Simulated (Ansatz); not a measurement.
C$_{2}$H$_{6}$BClOSi, SMILES `C=C(O)B([SiH3])Cl`, relaxed with RKS PBE-D4/def2-SVP in Ansatz from a rough embedded geometry. The force threshold is 0.03 eV/Å; the program also tests the step.

Total charge 0; spin multiplicity 1.

Start:

```xyz
12

C     0.997    0.511   -1.791
C     0.569   -0.042   -0.714
O     1.159   -1.196   -0.267
B    -0.566    0.525    0.172
Si   -1.177   -0.271    1.799
Cl   -1.469    2.110   -0.414
H     0.541    1.397   -2.231
H     1.802    0.028   -2.413
H     1.985   -1.646   -0.762
H    -1.594   -1.624    1.509
H    -0.012   -0.290    2.717
H    -2.236    0.498    2.394
```

```tsv
step	energy (eV)	largest force (eV/Å)	largest move (Å)
1	-25269.3922	3.519	0.000
2	-25270.1633	1.873	0.130
3	-25270.2767	0.490	0.102
4	-25270.3067	0.298	0.067
5	-25270.3116	0.239	0.023
6	-25270.3139	0.127	0.009
7	-25270.3145	0.012	0.008
```

End:

```xyz
12

C     1.049    0.500   -1.906
C     0.586   -0.031   -0.742
O     1.090   -1.169   -0.170
B    -0.580    0.594    0.096
Si   -1.156   -0.290    1.831
Cl   -1.379    2.062   -0.473
H     0.592    1.417   -2.305
H     1.876    0.045   -2.480
H     1.815   -1.518   -0.724
H    -1.604   -1.708    1.576
H     0.000   -0.349    2.798
H    -2.288    0.447    2.499
```

Hardware: 4 threads of an Arm Neoverse V2 on a shared host. Wall time 12 s, peak host memory 0.19 GiB.
